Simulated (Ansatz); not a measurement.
`[SiH3][SiH]1C=N1` + HBr → `Br[SiH]1C=N1` + SiH₄ at 500 K and 1 bar (cleavage of the Si–Si bond).

Computed with Ansatz on PBE0-D4/def2-TZVP structures; ΔE is electronic, products minus reactants. CCSD(T)/CBS is the MP2 limit (def2-TZVPP, def2-QZVPP) plus CCSD(T) − MP2 in def2-TZVPP, frozen cores. This one scheme is used for every species. For Br outer-core shells are correlated without core-valence functions, which leaves a few kJ/mol of doubt a bond. Scalar relativity is left out up to krypton.

```json
{"species": "`[SiH3][SiH]1C=N1`", "CCSD(T)/CBS energy (Eh)": "-673.84732", "H − E (kJ/mol)": "180.2", "S (J/(mol·K))": "386.6"}
{"species": "HBr", "CCSD(T)/CBS energy (Eh)": "-2573.91920", "H − E (kJ/mol)": "30.5", "S (J/(mol·K))": "213.7"}
{"species": "`Br[SiH]1C=N1`", "CCSD(T)/CBS energy (Eh)": "-2956.33657", "H − E (kJ/mol)": "108.0", "S (J/(mol·K))": "348.5"}
{"species": "SiH₄", "CCSD(T)/CBS energy (Eh)": "-291.46306", "H − E (kJ/mol)": "102.4", "S (J/(mol·K))": "230.9"}
```

H − E and S are ideal-gas, rigid-rotor, harmonic terms from PBE0-D4/def2-TZVP, for one conformer and one mirror image of each species. 1 Eh = 2625.50 kJ/mol, R = 8.31446 J/(mol·K).

Question: By hand: ΔE, ΔH, ΔS and ΔG.

Answer: ΔE = (-2956.33657) + (-291.46306) − (-673.84732) − (-2573.91920) = -0.03311 Eh = -86.9 kJ/mol. Δ(H − E) = 108.0 + 102.4 − 180.2 − 30.5 = -0.3, so ΔH = -87.2 kJ/mol. ΔS = 348.5 + 230.9 − 386.6 − 213.7 = -20.9 J/(mol·K). ΔG = -87.2 − 500 × (-20.9)/1000 = -76.8 kJ/mol.

Question: By hand: the equilibrium constant, and the temperature at which ΔG would vanish if ΔH and ΔS stayed fixed.

Answer: log₁₀ K = −ΔG/(RT ln 10) = 8.0. ΔG = 0 at ΔH/ΔS = 4172 K, far beyond where these terms or the molecules hold.

ΔH outweighs TΔS. A doubt of 5 kJ/mol in ΔE shifts log₁₀ K by 0.5 here. Other conformers and mirror images would add mixing entropy, several J/(mol·K) or more a flexible species. These are equilibria of isolated gas molecules and say nothing of rates. Largest T1 diagnostic: 0.017 (customary marks: 0.02 for closed shells, 0.045 for open ones).
